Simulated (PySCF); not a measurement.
## Fractional electron number in Nb²⁺ (niobium, charge +2)

The 4d alpha orbital of [Kr] 4d3 is emptied in steps (occupation f), with all orbitals relaxed, ending at [Kr] 4d2. Calculation: PySCF 2.14, in aug-cc-pVTZ-PP with ECP28MDF (6s6p5d3f2g, 88 functions); a scalar-relativistic core potential. The exact energy is a straight line in f; departures are measured from the line between the end points of the same method.

```json
{"f": "1", "BHandHLYP (eV)": "0.000", "wB97X (eV)": "0.000", "TPSS (eV)": "0.000"}
{"f": "0.8", "BHandHLYP (eV)": "-0.389", "wB97X (eV)": "-0.218", "TPSS (eV)": "-0.849"}
{"f": "0.6", "BHandHLYP (eV)": "-0.586", "wB97X (eV)": "-0.326", "TPSS (eV)": "-1.279"}
{"f": "0.4", "BHandHLYP (eV)": "-0.587", "wB97X (eV)": "-0.325", "TPSS (eV)": "-1.283"}
{"f": "0.2", "BHandHLYP (eV)": "-0.393", "wB97X (eV)": "-0.215", "TPSS (eV)": "-0.858"}
{"f": "0", "BHandHLYP (eV)": "0.000", "wB97X (eV)": "0.000", "TPSS (eV)": "0.000"}
```

```csv
method,E(f=0) − E(f=1) (eV),−ε at f=1 (eV),−ε at f=0.4 (eV)
BHandHLYP,25.311,22.887,25.791
wB97X,25.074,23.716,25.354
TPSS,25.365,20.079,26.415
```

Orbital energy along the path (eV):

```json
{"f": "1", "BHandHLYP": "-22.887", "wB97X": "-23.716", "TPSS": "-20.079"}
{"f": "0.8", "BHandHLYP": "-23.845", "wB97X": "-24.258", "TPSS": "-22.162"}
{"f": "0.6", "BHandHLYP": "-24.814", "wB97X": "-24.807", "TPSS": "-24.277"}
{"f": "0.4", "BHandHLYP": "-25.791", "wB97X": "-25.354", "TPSS": "-26.415"}
{"f": "0.2", "BHandHLYP": "-26.776", "wB97X": "-25.888", "TPSS": "-28.570"}
{"f": "0", "BHandHLYP": "-27.785", "wB97X": "-26.412", "TPSS": "-30.738"}
```

Reference removal energy between the ground levels: 25.04 eV (semi-empirical (NIST evaluation); NIST Atomic Spectra Database, ionization energies). The calculation has no spin-orbit coupling. The determinant left behind need not be the lowest term of the ion.
